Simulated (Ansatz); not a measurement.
Reaction (redistribution): `O[SiH2][SiH](F)S` + `C[N]([GeH3])[SiH](O)F` → `CN([SiH2]O)[SiH](O)F` + `F[SiH](S)[GeH3]`

Isolated molecules relaxed with PBE0-D4/def2-TZVP in Ansatz; ΔE leaves out vibrations. CCSD(T)/CBS is the MP2 limit (def2-TZVPP, def2-QZVPP) plus CCSD(T) − MP2 in def2-TZVPP, frozen cores. Functionals use def2-TZVPP. B3LYP here is the variant with VWN-RPA as its local correlation; programs differ in this. For Ge outer-core shells are correlated without core-valence functions, which leaves a few kJ/mol of doubt a bond. Scalar relativity is left out up to krypton. Each species was taken in one conformer, which may not be the lowest.

```json
{"level": "B3LYP", "ΔE (eV)": "-0.89"}
{"level": "MP2/def2-TZVPP", "ΔE (eV)": "-0.92"}
{"level": "HF/CBS(def2)", "ΔE (eV)": "-0.88"}
{"level": "CCSD/CBS(def2)", "ΔE (eV)": "-0.92"}
```

(1) What does CCSD(T)/CBS give? (Best estimate.)

Largest T1 diagnostic among the species: 0.012.

Results:

(1) Computed: -0.91 eV. The listed levels differ from it by 0.02, -0.01, 0.03, -0.01 eV.

From PBE to PBE0 (25 % exact exchange), in def2-TZVPP and without D4, ΔE moves by −0.04 eV.
